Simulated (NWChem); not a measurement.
The numbers come from NWChem runs, not from measurements. System: H6GaN3, charge 0, spin multiplicity 1, at a geometry optimised with PBE0/def2-SVP. The structure started from a generated list of species. Level: RHF/def2-TZVP.

Output (cleaned and shortened):

```
             Northwest Computational Chemistry Package (NWChem) 7.3.0
             --------------------------------------------------------

                                NWChem Input Module
                                -------------------

 Scaling coordinates for geometry "geometry" by  1.889725989
 (inverse scale =  0.529177249)

                             Geometry "geometry" -> ""
                             -------------------------

 Output coordinates in angstroms (scale by  1.889725989 to convert to a.u.)

  No.       Tag          Charge          X              Y              Z
 ---- ---------------- ---------- -------------- -------------- --------------
    1 Ga                  31.0000     0.00190000    -0.00287400    -0.00306000
    2 N                    7.0000    -1.36245300    -1.20634900     0.08934100
    3 H                    1.0000    -1.21469700    -2.14665100     0.43443500
    4 H                    1.0000    -2.11903700    -1.19199300    -0.58341900
    5 N                    7.0000    -0.17589600     1.49690000    -1.02488800
    6 H                    1.0000     0.42385700     2.29847700    -0.87149400
    7 H                    1.0000    -1.08966100     1.80017400    -1.33925300
    8 N                    7.0000     1.51464400    -0.25935300     0.97887800
    9 H                    1.0000     2.35239300     0.28012500     0.79895000
   10 H                    1.0000     1.75417500    -1.16942800     1.35232500

 Effective nuclear repulsion energy (a.u.)     289.6343034220

            Nuclear Dipole moment (a.u.)
            ----------------------------
        X                 Y               Z
 ---------------- ---------------- ----------------
    -0.0000094486    -0.0000075589     0.0000018897


 Summary of "ao basis" -> "" (spherical)
 ------------------------------------------------------------------------------
       Tag                 Description            Shells   Functions and Types
 ---------------- ------------------------------  ------  ---------------------
 *                         def2-tzvp                  on all atoms

 Summary of "ao basis" -> "ao basis" (spherical)
 ------------------------------------------------------------------------------
       Tag                 Description            Shells   Functions and Types
 ---------------- ------------------------------  ------  ---------------------
 Ga                        def2-tzvp                16       48   6s5p4d1f
 N                         def2-tzvp                11       31   5s3p2d1f
 H                         def2-tzvp                 4        6   3s1p

                                 NWChem SCF Module
                                 -----------------

  ao basis        = "ao basis"
  functions       =   177
  atoms           =    10
  closed shells   =    29
  open shells     =     0
  charge          =   0.00
  wavefunction    = RHF
  use symmetry    = F
  symmetry adapt  = F

 Summary of "ao basis" -> "ao basis" (spherical)
 ------------------------------------------------------------------------------
       Tag                 Description            Shells   Functions and Types
 ---------------- ------------------------------  ------  ---------------------
 Ga                        def2-tzvp                16       48   6s5p4d1f
 N                         def2-tzvp                11       31   5s3p2d1f
 H                         def2-tzvp                 4        6   3s1p

 Forming initial guess at       0.1s

      Superposition of Atomic Density Guess
      -------------------------------------

 Sum of atomic energies:       -2089.15819494

      Non-variational initial energy
      ------------------------------

 Total energy =   -2090.799789
 1-e energy   =   -3485.423252
 2-e energy   =    1104.989159
 HOMO         =      -0.343723
 LUMO         =      -0.028702

 Starting SCF solution at       6.5s

 ----------------------------------------------
         Quadratically convergent ROHF

 Convergence threshold     :          1.000E-07
 Maximum no. of iterations :          100
 Final Fock-matrix accuracy:          1.000E-09
 ----------------------------------------------

              iter       energy          gnorm     gmax       time
             ----- ------------------- --------- --------- --------
                 1    -2090.1291834599  1.28D+00  2.23D-01     10.9
                 2    -2090.2148397853  3.24D-01  9.02D-02     19.6
                 3    -2090.2247813059  2.55D-02  3.92D-03     31.7
                 4    -2090.2248441397  3.14D-04  6.50D-05     51.4
                 5    -2090.2248441534  7.12D-08  1.24D-08     86.2

       Final RHF  results
       ------------------

         Total SCF energy =  -2090.224844153371
      One-electron energy =  -3490.965057239057
      Two-electron energy =   1111.105909663712
 Nuclear repulsion energy =    289.634303421975

        Time for solution =     79.6s

             Final eigenvalues
             -----------------

              1
    1 -378.7788
    2  -48.1299
    3  -42.4602
    4  -42.4561
    5  -42.4561
    6  -15.5183
    7  -15.5183
    8  -15.5180
    9   -6.3634
   10   -4.4607
   11   -4.4553
   12   -4.4552
   13   -1.1852
   14   -1.1835
   15   -1.1835
   16   -1.1718
   17   -1.1718
   18   -1.0922
   19   -1.0722
   20   -1.0720
   21   -0.6307
   22   -0.6304
   23   -0.6162
   24   -0.6151
   25   -0.5061
   26   -0.5044
   27   -0.4150
   28   -0.3801
   29   -0.3764
   30    0.1063
   31    0.1463
   32    0.1491
   33    0.1520
   34    0.2069
   35    0.2092
   36    0.2152
   37    0.2424
   38    0.2686
   39    0.2721

                       ROHF Final Molecular Orbital Analysis
                       -------------------------------------

 Vector   27  Occ=2.000000D+00  E=-4.149539D-01
              MO Center= -5.3D-04, -5.5D-02,  6.1D-02, r^2= 4.0D+00
   Bfn.  Coefficient  Atom+Function         Bfn.  Coefficient  Atom+Function
  ----- ------------  ---------------      ----- ------------  ---------------
   142      0.201056   8 N  pz               99      0.196406   5 N  pz
   145      0.191984   8 N  pz              102      0.187670   5 N  pz
    56      0.174376   2 N  pz               59      0.167274   2 N  pz
   148      0.163833   8 N  pz              105      0.156221   5 N  pz

 Vector   28  Occ=2.000000D+00  E=-3.801216D-01
              MO Center= -9.3D-02,  8.1D-01, -5.6D-01, r^2= 3.3D+00
   Bfn.  Coefficient  Atom+Function         Bfn.  Coefficient  Atom+Function
  ----- ------------  ---------------      ----- ------------  ---------------
    99      0.297498   5 N  pz              102      0.279487   5 N  pz
   105      0.274509   5 N  pz

 Vector   29  Occ=2.000000D+00  E=-3.763704D-01
              MO Center=  6.4D-02, -7.1D-01,  5.5D-01, r^2= 3.5D+00
   Bfn.  Coefficient  Atom+Function         Bfn.  Coefficient  Atom+Function
  ----- ------------  ---------------      ----- ------------  ---------------
   142      0.253976   8 N  pz              145      0.239507   8 N  pz
   148      0.231118   8 N  pz               56     -0.219315   2 N  pz
    59     -0.207225   2 N  pz               62     -0.202250   2 N  pz
    54      0.163478   2 N  px               57      0.153538   2 N  px

 Vector   30  Occ=0.000000D+00  E= 1.063236D-01
              MO Center=  6.8D-02, -1.1D-01, -9.8D-02, r^2= 9.2D+00
   Bfn.  Coefficient  Atom+Function         Bfn.  Coefficient  Atom+Function
  ----- ------------  ---------------      ----- ------------  ---------------
    53      1.240379   2 N  s               139      1.240624   8 N  s
    96      1.205391   5 N  s                 6     -1.075757   1 Ga s
    82     -0.597245   3 H  s               174     -0.597329  10 H  s
    88     -0.591433   4 H  s               168     -0.591478   9 H  s
   125     -0.586863   6 H  s               131     -0.586833   7 H  s

 Vector   31  Occ=0.000000D+00  E= 1.463480D-01
              MO Center= -4.9D-02,  2.3D-01, -9.1D-02, r^2= 8.4D+00
   Bfn.  Coefficient  Atom+Function         Bfn.  Coefficient  Atom+Function
  ----- ------------  ---------------      ----- ------------  ---------------
    96      1.690448   5 N  s                20     -1.189568   1 Ga py
    53     -0.720983   2 N  s               139     -0.719922   8 N  s
   125     -0.580490   6 H  s               131     -0.580202   7 H  s
    19      0.425793   1 Ga px               82      0.394126   3 H  s
   174      0.393944  10 H  s                95     -0.287918   5 N  s

 Vector   32  Occ=0.000000D+00  E= 1.491250D-01
              MO Center=  9.6D-02, -2.2D-01, -7.7D-02, r^2= 1.1D+01
   Bfn.  Coefficient  Atom+Function         Bfn.  Coefficient  Atom+Function
  ----- ------------  ---------------      ----- ------------  ---------------
    53      1.946713   2 N  s               139     -1.946398   8 N  s
    19      1.180240   1 Ga px               88     -0.794577   4 H  s
   168      0.794277   9 H  s                82     -0.500732   3 H  s
   174      0.500748  10 H  s                20      0.388181   1 Ga py
    21      0.364433   1 Ga pz               52     -0.313183   2 N  s

 center of mass
 --------------
 x =  -0.00150420 y =   0.00175219 z =   0.00300089

 moments of inertia (a.u.)
 ------------------
         366.579523463085         -59.288495812269         -98.842908924653
         -59.288495812269         387.288939204122         116.425549934417
         -98.842908924653         116.425549934417         512.240311574528

  Mulliken analysis of the total density
  --------------------------------------

    Atom       Charge   Shell Charges
 -----------   ------   -------------------------------------------------------
    1 Ga  31    30.06   2.00  2.00  1.16  0.81  0.56  0.12  5.98  4.46  1.55  0.88  0.21  8.89  1.15  0.07  0.15  0.08
    2 N    7     7.79   0.82  1.16  0.51  0.81  0.22  1.50  1.77  0.99  0.00  0.01  0.00
    3 H    1     0.76   0.26  0.41  0.05  0.04
    4 H    1     0.76   0.26  0.41  0.05  0.04
    5 N    7     7.80   0.82  1.16  0.51  0.81  0.22  1.49  1.77  0.99  0.00  0.02  0.00
    6 H    1     0.76   0.26  0.41  0.05  0.04
    7 H    1     0.76   0.26  0.41  0.05  0.04
    8 N    7     7.79   0.82  1.16  0.51  0.81  0.22  1.50  1.77  0.99  0.00  0.01  0.00
    9 H    1     0.76   0.26  0.41  0.05  0.04
   10 H    1     0.76   0.26  0.41  0.05  0.04

       Multipole analysis of the density wrt the origin
       ------------------------------------------------

     L   x y z        total         open         nuclear
     -   - - -        -----         ----         -------
     0   0 0 0     -0.000000      0.000000     58.000000

     1   1 0 0      0.099923      0.000000     -0.000009
     1   0 1 0     -0.130706      0.000000     -0.000008
     1   0 0 1     -0.183691      0.000000      0.000002

     2   2 0 0    -23.827392      0.000000    161.459835
     2   1 1 0     -0.173671      0.000000     34.516982
     2   1 0 1      1.948747      0.000000     60.131076
     2   0 2 0    -22.212480      0.000000    151.204681
     2   0 1 1     -0.576737      0.000000    -68.847113
     2   0 0 2    -28.971414      0.000000     70.227343

 Task  times  cpu:       86.2s     wall:       86.2s

 Total times  cpu:       86.3s     wall:       86.3s
```

Write an NWChem input that would produce this output.

One answer among several that fit: 
```
start mol
memory heap 200 mb stack 800 mb global 1000 mb
geometry units angstroms nocenter noautoz noautosym
  Ga     0.001900    -0.002874    -0.003060
  N     -1.362453    -1.206349     0.089341
  H     -1.214697    -2.146651     0.434435
  H     -2.119037    -1.191993    -0.583419
  N     -0.175896     1.496900    -1.024888
  H      0.423857     2.298477    -0.871494
  H     -1.089661     1.800174    -1.339253
  N      1.514644    -0.259353     0.978878
  H      2.352393     0.280125     0.798950
  H      1.754175    -1.169428     1.352325
end
basis spherical
  * library def2-tzvp
end
scf
  rhf
  nopen 0
  maxiter 100
  thresh 1e-7
  semidirect memsize 60000000 filesize 0
end
task scf energy
```
